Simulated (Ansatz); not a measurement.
Relaxation of Cl$_{2}$GeH$_{4}$O (8 atoms, charge 0, multiplicity 1), to a largest force component of 0.03 eV/Å in at most 50 steps.

Method: RKS PBE-D4/def2-SVP (Ansatz 0.2.0).

```xyz
8
Properties=species:S:1:pos:R:3:forces:R:3
Ge -0.037 0.230 -0.086 -0.14 0.16 -0.08
H 0.018 0.137 1.460 -0.01 0.18 -0.10
Cl 1.894 0.445 -1.022 0.04 -0.07 0.05
H -0.862 1.434 -0.600 -0.03 0.02 0.04
Cl -1.115 -1.515 -0.843 0.05 -0.05 0.03
O 1.264 -2.063 1.286 -0.28 0.35 0.47
H 0.602 -2.611 0.824 -0.08 -0.06 -0.09
H 0.694 -1.546 1.909 0.44 -0.52 -0.31
```

**Question.** Where does it end, and by what steps?

**Answer.** The forces met the threshold. After 21 steps the energy has fallen by 0.219 eV; H7 moved furthest, 1.32 Å.

```json
{"step": "0", "energy less start (eV)": "0.0000", "largest force component (eV/Å)": "0.517", "accepted": "yes"}
{"step": "1", "energy less start (eV)": "-0.0531", "largest force component (eV/Å)": "0.550", "accepted": "yes"}
{"step": "2", "energy less start (eV)": "-0.0668", "largest force component (eV/Å)": "0.413", "accepted": "yes"}
{"step": "3", "energy less start (eV)": "-0.0883", "largest force component (eV/Å)": "0.602", "accepted": "yes"}
{"step": "4", "energy less start (eV)": "-0.1060", "largest force component (eV/Å)": "0.222", "accepted": "yes"}
{"step": "5", "energy less start (eV)": "-0.0833", "largest force component (eV/Å)": "0.604", "accepted": "no"}
{"step": "6", "energy less start (eV)": "-0.1168", "largest force component (eV/Å)": "0.131", "accepted": "yes"}
{"step": "7", "energy less start (eV)": "-0.1223", "largest force component (eV/Å)": "0.037", "accepted": "yes"}
{"step": "8", "energy less start (eV)": "-0.1261", "largest force component (eV/Å)": "0.155", "accepted": "yes"}
{"step": "9", "energy less start (eV)": "-0.1175", "largest force component (eV/Å)": "0.744", "accepted": "no"}
{"step": "10", "energy less start (eV)": "-0.1302", "largest force component (eV/Å)": "0.106", "accepted": "yes"}
{"step": "11", "energy less start (eV)": "-0.1346", "largest force component (eV/Å)": "0.320", "accepted": "yes"}
{"step": "12", "energy less start (eV)": "-0.1360", "largest force component (eV/Å)": "0.766", "accepted": "yes"}
{"step": "13", "energy less start (eV)": "-0.1409", "largest force component (eV/Å)": "0.657", "accepted": "yes"}
{"step": "14", "energy less start (eV)": "-0.1286", "largest force component (eV/Å)": "1.311", "accepted": "no"}
{"step": "15", "energy less start (eV)": "-0.1613", "largest force component (eV/Å)": "0.249", "accepted": "yes"}
{"step": "16", "energy less start (eV)": "-0.1751", "largest force component (eV/Å)": "0.157", "accepted": "yes"}
{"step": "17", "energy less start (eV)": "-0.1930", "largest force component (eV/Å)": "0.230", "accepted": "yes"}
{"step": "18", "energy less start (eV)": "-0.2146", "largest force component (eV/Å)": "0.076", "accepted": "yes"}
{"step": "19", "energy less start (eV)": "-0.2166", "largest force component (eV/Å)": "0.302", "accepted": "yes"}
{"step": "20", "energy less start (eV)": "-0.2185", "largest force component (eV/Å)": "0.057", "accepted": "yes"}
{"step": "21", "energy less start (eV)": "-0.2195", "largest force component (eV/Å)": "0.006", "accepted": "yes"}
```

```xyz
8
Properties=species:S:1:pos:R:3
Ge -0.161 0.312 -0.016
H 0.060 0.605 1.475
Cl 1.729 -0.143 -1.013
H -0.790 1.454 -0.849
Cl -1.505 -1.390 -0.287
O 1.070 -1.958 1.585
H 1.724 -1.922 0.860
H 0.332 -2.449 1.171
```

Time of the run: 42 s on 2 threads of Arm Neoverse V2 (shared host), peak memory 0.15 GiB.
